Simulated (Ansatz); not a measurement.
Cartesian coordinates in Å:
```
B 0.464 -1.300 0.691
Si -1.388 -0.749 0.341
S 0.239 0.681 0.891
C 0.720 1.302 -0.738
H 0.657 -1.765 1.777
H 1.196 -1.547 -0.222
H -2.443 -0.642 1.380
H -1.916 -0.258 -0.958
H 1.791 1.499 -0.714
H 0.174 2.221 -0.946
H 0.507 0.556 -1.502
```

The species carries charge 0 and has multiplicity 1. The bonds changed during the relaxation, so this is another structure than the one it started from.

List the r2SCAN/def2-TZVPP orbital energies in eV (Ansatz). (Estimate.)

Ansatz gave: Occupied: -2410.00, -1791.16, -274.29, -214.38, -179.57, -158.45, -158.34, -158.30, -141.63, -96.59, -96.46, -96.39, -21.13, -17.56, -13.79, -12.32, -11.43, -11.23, -10.30, -9.07, -8.64, -7.96, -7.34, -6.14. Lowest empty: -1.28, -0.49, 0.46, 0.96, 1.14, 1.40, 1.87, 2.42.
